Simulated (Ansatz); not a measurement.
The same path of C2H9FOSi2 (15 atoms, charge 0, multiplicity 1) was run twice with different band settings. The coordinate that changes most is the dihedral H7–C1–C2–O3.

Level of theory: Ansatz, RKS B3LYP/STO-3G.

Relaxed end points:

```xyz
15
Properties=species:S:1:pos:R:3
C 1.004 -2.197 1.284
C 1.140 -1.012 0.277
O -0.149 -0.316 0.210
Si -0.073 1.039 -0.854
F 0.219 0.471 -2.374
Si -2.056 2.134 -0.661
H 1.958 -2.742 1.359
H 0.224 -2.896 0.948
H 0.732 -1.821 2.282
H 1.451 -1.420 -0.715
H 1.964 -0.340 0.620
H 1.067 1.880 -0.500
H -2.238 2.611 0.690
H -3.173 1.281 -0.995
H -2.091 3.278 -1.543
```

```xyz
15
Properties=species:S:1:pos:R:3
C 0.876 -2.358 1.073
C 1.023 -1.160 0.083
O -0.150 -0.294 0.234
Si -0.057 1.072 -0.814
F -0.082 0.521 -2.368
Si -1.823 2.407 -0.298
H 0.815 -1.992 2.109
H 1.743 -3.031 0.986
H -0.038 -2.928 0.849
H 1.120 -1.564 -0.954
H 1.976 -0.622 0.307
H 1.227 1.745 -0.636
H -1.704 2.901 1.055
H -3.079 1.703 -0.413
H -1.871 3.549 -1.182
```

Common settings: spring 5.0 eV/Å²; optimiser quadratic models (default); start path IDPP; force threshold 0.05 eV/Å; end points relaxed.

| run | movable images | climbing image | iteration limit |
| --- | --- | --- | --- |
| 1 | 7 | yes | 44 |
| 2 | 4 | no | 60 |

What does each run give, and how far can it be trusted?

Run 1: converged after 6 iterations, highest image 0.093 eV above the first end. A vibrational analysis at the climbing image gives one clearly imaginary mode, 202i cm⁻¹: a first-order saddle point.
Run 2: converged after 7 iterations, highest image 0.082 eV above the first end. No image climbed, so the highest image needn't sit at the top of the path.
Limits of this set-up: minimal basis.
